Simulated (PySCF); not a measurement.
hydrogen atom (H), doublet; R2SCAN/6-31G** in PySCF.

The PySCF input:
```python
from pyscf import gto, scf, dft

mol = gto.M(
    atom='''
H     0.00000000    0.00000000    0.00000000
''',
    basis='6-31g**',
    spin=1,
    verbose=4,
)

mf = dft.ROKS(mol)
mf.xc = 'r2scan'
mf.kernel()
mf.analyze()
```

Predict the main parts of the log of this PySCF run.


```
PySCF version 2.14.0

[INPUT] verbose = 4
[INPUT] num. atoms = 1
[INPUT] num. electrons = 1
[INPUT] charge = 0
[INPUT] spin (= nelec alpha-beta = 2S) = 1
[INPUT] symmetry False subgroup None
[INPUT] Mole.unit = angstrom
[INPUT] Symbol           X                Y                Z      unit          X                Y                Z       unit  Magmom
[INPUT]  1 H      0.000000000000   0.000000000000   0.000000000000 AA    0.000000000000   0.000000000000   0.000000000000 Bohr   0.0

nuclear repulsion = 0
number of shells = 3
number of NR pGTOs = 7
number of NR cGTOs = 5
basis = 6-31g**
ecp = {}

******** <class 'pyscf.dft.roks.ROKS'> ********
method = ROKS
initial guess = minao
damping factor = 0
level_shift factor = 0
DIIS = <class 'pyscf.scf.diis.CDIIS'>
diis_start_cycle = 1
diis_space = 8
diis_damp = 0
SCF conv_tol = 1e-09
SCF conv_tol_grad = None
SCF max_cycles = 50
direct_scf = True
direct_scf_tol = 1e-13
num. doubly occ = 0  num. singly occ = 1
XC library pyscf.dft.libxc version 7.1.2
    S. Lehtola, C. Steigemann, M. J. T. Oliveira, and M. A. L. Marques,  SoftwareX 7, 1–5 (2018)
XC functionals = r2scan
    J. W. Furness, A. D. Kaplan, J. Ning, J. P. Perdew, and J. Sun,  J. Phys. Chem. Lett. 11, 8208–8215 (2020)
    J. W. Furness, A. D. Kaplan, J. Ning, J. P. Perdew, and J. Sun,  J. Phys. Chem. Lett. 11, 9248–9248 (2020)
    J. W. Furness, A. D. Kaplan, J. Ning, J. P. Perdew, and J. Sun,  J. Phys. Chem. Lett. 11, 8208–8215 (2020)
    J. W. Furness, A. D. Kaplan, J. Ning, J. P. Perdew, and J. Sun,  J. Phys. Chem. Lett. 11, 9248–9248 (2020)
radial grids:
    Treutler-Ahlrichs [JCP 102, 346 (1995); DOI:10.1063/1.469408] (M4) radial grids

becke partition: Becke, JCP 88, 2547 (1988); DOI:10.1063/1.454033
pruning grids: <function nwchem_prune>
grids dens level: 3
symmetrized grids: False
atomic radii adjust function: <function treutler_atomic_radii_adjust>
small_rho_cutoff = 0
Set gradient conv threshold to 3.16228e-05
tot grids = 9808
init E= -0.43718226709366
cycle= 1 E= -0.496564301239198  delta_E= -0.0594  |g|= 0.0401  |ddm|= 0.481
cycle= 2 E= -0.498226569717348  delta_E= -0.00166  |g|= 0.000297  |ddm|= 0.0801
cycle= 3 E= -0.498226660137522  delta_E= -9.04e-08  |g|= 5.07e-06  |ddm|= 0.000597
cycle= 4 E= -0.498226660157563  delta_E= -2e-11  |g|= 2.47e-06  |ddm|= 5.13e-06
Extra cycle  E= -0.498226660163813  delta_E= -6.25e-12  |g|= 2.36e-08  |ddm|= 4.93e-06
converged SCF energy = -0.498226660163813
**** SCF Summaries ****
Total Energy =                          -0.498226660163813
Nuclear Repulsion Energy =               0.000000000000000
One-electron Energy =                   -0.498222856390223
Two-electron Energy =                   -0.000003803773590
Two-electron Coulomb Energy =            0.315564463674866
DFT Exchange-Correlation Energy =       -0.315568267448456
**** MO energy ****
                Roothaan           | alpha              | beta
MO #1   energy= -0.144533267303873 | -0.2893917478791   | 0.000324419051395256 occ= 1
MO #2   energy= 0.823180789028397  | 0.692400636539876  | 0.953961735736877  occ= 0
MO #3   energy= 2.07097508453538   | 1.93025838838405   | 2.21169178068671   occ= 0
MO #4   energy= 2.07097508453538   | 1.93025838838405   | 2.21169178068671   occ= 0
MO #5   energy= 2.07097508453538   | 1.93025838838405   | 2.21169178068671   occ= 0
 ** Mulliken pop on meta-lowdin orthogonal AOs  **
 ** Mulliken pop  **
pop of  0 H 1s            0.99506
pop of  0 H 2s            0.00494
pop of  0 H 2px           0.00000
pop of  0 H 2py           0.00000
pop of  0 H 2pz           0.00000
 ** Mulliken atomic charges  **
charge of    0H =      0.00000
Dipole moment(X, Y, Z, Debye):  0.00000, -0.00000,  0.00000
```
